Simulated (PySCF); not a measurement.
Predicted microwave data (PBE0-D3(BJ)/def2-SVP geometry optimisation, gas phase (PySCF)) for one isomer of C3H7Br:

* Rotational constants: A = 11066, B = 2281, C = 2023 MHz
* Dipole components: |μa| = 1.73 D, |μb| = 0.99 D, |μc| = 0.20 D
* Inertial defect: -17.51 u·Å²
* κ: -0.94

Question: Which candidate fits, each taken in the one conformer that was computed?
A. `CC(C)Br` (2-bromopropane)
B. `[CH3:1][CH2:2][CH2:3][Br:4]` with C1–C2–C3–Br4 64°

Answer: B. It is CCCBr, a near-prolate asymmetric top, point group C1. The candidates at the same level (rigid rotor, commonest isotopes):

```json
{"SMILES": "CCCBr", "A (MHz)": "11066", "B (MHz)": "2281", "C (MHz)": "2023", "μa (D)": "1.73", "μb (D)": "0.99", "μc (D)": "0.20", "Δ (u·Å²)": "-17.51", "point group": "C1", "rotor": "near-prolate asymmetric top"}
{"SMILES": "CC(C)Br", "A (MHz)": "8058", "B (MHz)": "2913", "C (MHz)": "2293", "μa (D)": "2.12", "μb (D)": "0.00", "μc (D)": "0.34", "Δ (u·Å²)": "-15.84", "point group": "Cs", "rotor": "asymmetric top"}
```

`CC(C)Br` has B 28 % too high. No structure here is proved a minimum.
